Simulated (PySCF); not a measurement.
C2H8O3Si2.
Atom-mapped SMILES: `[CH3:1][O:2][C:3](=[O:4])[SiH2:5][O:6][SiH3:7]` (hydrogens: H8, H9, H10 on C1; H11, H12 on Si5; H13, H14, H15 on Si7)

The same species was optimised twice, with GFN2-xTB and with PBE0-D3(BJ)/def2-SVP (PySCF), and the same property calculations (PySCF, gas phase) were run on both structures.

| coordinate | GFN2-xTB | PBE0-D3(BJ)/def2-SVP | change |
| --- | --- | --- | --- |
| Si5–O6 (Å) | 1.608 | 1.645 | +0.037 |
| O6–Si7 (Å) | 1.639 | 1.671 | +0.032 |
| C3–Si5 (Å) | 1.918 | 1.923 | +0.005 |
| O2–C3 (Å) | 1.338 | 1.334 | -0.004 |
| C1–O2 (Å) | 1.426 | 1.423 | -0.003 |
| C3=O4 (Å) | 1.209 | 1.208 | -0.001 |
| Si5–O6–Si7 (°) | 149.2 | 141.9 | -7.3 |
| O4–C3–Si5 (°) | 124.3 | 122.1 | -2.2 |
| O2–C3–Si5 (°) | 112.5 | 114.5 | +2.0 |
| C1–O2–C3 (°) | 117.5 | 116.4 | -1.1 |
| C3–Si5–O6 (°) | 105.9 | 105.0 | -0.9 |
| O2–C3–O4 (°) | 123.2 | 123.4 | +0.2 |
| C1–O2–C3–O4 (°) | 0 | 0 | 0 |
| O2–C3–Si5–O6 (°) | -179 | 179 | -2 |
| C3–Si5–O6–Si7 (°) | -2 | 1 | +3 |

Rotational constants: A = 3941, B = 921.9, C = 764.4 MHz (GFN2-xTB) against A = 3630, B = 973.0, C = 785.6 MHz (PBE0-D3(BJ)/def2-SVP). Atoms that the bonding makes alike are paired by their places after alignment.

On the GFN2-xTB structure: lowest singlet, TDDFT (eV) 5.18 [CAM-B3LYP/def2-SVPD]; lowest triplet, Tamm–Dancoff (eV) 4.49 [CAM-B3LYP/def2-SVPD]; isotropic polarisability (au) 84.5 [CAM-B3LYP/def2-SVPD]; HOMO (eV) -9.25 [CAM-B3LYP/def2-SVPD]; LUMO (eV) 0.51 [CAM-B3LYP/def2-SVPD]; dipole (D) 1.79 [CAM-B3LYP/def2-SVPD]; HOMO (eV) -7.75 [PBE0/pcSseg-1]; LUMO (eV) -0.47 [PBE0/pcSseg-1]; dipole (D) 1.76 [PBE0/pcSseg-1]; GIAO shielding of C1 (ppm) 135.9 [PBE0/pcSseg-1]; GIAO shielding of O2 (ppm) 124.2 [PBE0/pcSseg-1]; GIAO shielding of C3 (ppm) -3.4 [PBE0/pcSseg-1]; GIAO shielding of O4 (ppm) -166.2 [PBE0/pcSseg-1]; GIAO shielding of Si5 (ppm) 402.7 [PBE0/pcSseg-1]; GIAO shielding of O6 (ppm) 336.1 [PBE0/pcSseg-1]; GIAO shielding of Si7 (ppm) 386.0 [PBE0/pcSseg-1].

Q: What do these properties become on the PBE0-D3(BJ)/def2-SVP structure?

A: 
```
                                    property                level  on GFN2-xTB  on PBE0-D3(BJ)/def2-SVP  change
                  lowest singlet, TDDFT (eV)  CAM-B3LYP/def2-SVPD         5.18                     5.18    0.00
           lowest triplet, Tamm–Dancoff (eV)  CAM-B3LYP/def2-SVPD         4.49                     4.50   +0.01
               isotropic polarisability (au)  CAM-B3LYP/def2-SVPD         84.5                     86.6    +2.1
                                   HOMO (eV)  CAM-B3LYP/def2-SVPD        -9.25                    -9.34   -0.09
                                   LUMO (eV)  CAM-B3LYP/def2-SVPD         0.51                     0.41   -0.10
                                  dipole (D)  CAM-B3LYP/def2-SVPD         1.79                     2.19   +0.40
energy, GFN2-xTB geometry as zero (kcal/mol)  CAM-B3LYP/def2-SVPD          0.0                     -3.3    -3.3
                                   HOMO (eV)        PBE0/pcSseg-1        -7.75                    -7.86   -0.11
                                   LUMO (eV)        PBE0/pcSseg-1        -0.47                    -0.59   -0.12
                                  dipole (D)        PBE0/pcSseg-1         1.76                     2.21   +0.45
energy, GFN2-xTB geometry as zero (kcal/mol)        PBE0/pcSseg-1          0.0                     -3.0    -3.0
                  GIAO shielding of C1 (ppm)        PBE0/pcSseg-1        135.9                    133.1    -2.8
                  GIAO shielding of O2 (ppm)        PBE0/pcSseg-1        124.2                    123.3    -0.9
                  GIAO shielding of C3 (ppm)        PBE0/pcSseg-1         -3.4                     -4.1    -0.7
                  GIAO shielding of O4 (ppm)        PBE0/pcSseg-1       -166.2                   -176.4   -10.2
                 GIAO shielding of Si5 (ppm)        PBE0/pcSseg-1        402.7                    399.4    -3.3
                  GIAO shielding of O6 (ppm)        PBE0/pcSseg-1        336.1                    334.8    -1.3
                 GIAO shielding of Si7 (ppm)        PBE0/pcSseg-1        386.0                    385.0    -1.0
```

The heavy atoms differ by 0.091 Å rms after alignment. Among the bonds compared Si5–O6 changes most (+0.037 Å). Changes are differences of the printed values. Neither structure is proved a minimum here.

Conformer computed: `[CH3:1][O:2][C:3](=[O:4])[SiH2:5][O:6][SiH3:7]`: C1–O2–C3–O4 0°, O2–C3–Si5–O6 179°, C3–Si5–O6–Si7 1°.
